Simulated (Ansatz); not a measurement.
Ideal-gas functions of C2H2AlFTe (`C=[C]1[Te][Al]1[F]`) at 400 K and 1 bar, from an Ansatz frequency run at PBE0-D4/def2-TZVP.

Molar mass 199.62 g/mol, point group Cs (symmetry number 1), electronic degeneracy 1, moments of inertia 161.236, 343.946, 505.182 u Å². Harmonic wavenumbers (cm⁻¹, unscaled): 149, 149, 221, 288, 326, 399, 558, 613, 920, 932, 1024, 1420, 1689, 3120, 3198.

Use S(trans) = R[1.5 ln M + 2.5 ln T − 1.1517]; rotational temperatures θ = 24.2544 K / I; S(rot) = R[ln(√π/σ · √(T³/θAθBθC)) + 1.5]; for each mode x = 1.438777 ν̃/T, S = R[x/(eˣ − 1) − ln(1 − e⁻ˣ)] and H = RT x/(eˣ − 1); 1 cm⁻¹ = 0.0119627 kJ/mol; R = 8.31446 J/(mol·K).

By hand: the entropy, in J/(mol·K).

Translation 181.0. Rotation: θ = 0.1504, 0.0705, 0.048 K, giving 123.5. Vibration, mode by mode: 13.60, 13.60, 10.44, 8.38, 7.45, 5.99, 3.79, 3.24, 1.35, 1.31, 1.00, 0.31, 0.14, 0.00, 0.00, in all 70.6. Electronic 0.0. Sum 375.1 J/(mol·K).

By hand: H − E and G − E in kJ/mol, counted from the electronic energy.

Zero-point energy ½ × 15006 × 0.0119627 = 89.8; thermal vibration 15.6; translation, rotation and pV give 4 RT = 13.3. H − E = 118.7 kJ/mol, and G − E = 118.7 − 400 × 375.1/1000 = -31.3 kJ/mol.

Vibration gives 19 % of the entropy, 27.2 J/(mol·K) of it from the modes under 150 cm⁻¹: soft modes count most, and the harmonic formula is weakest for them.
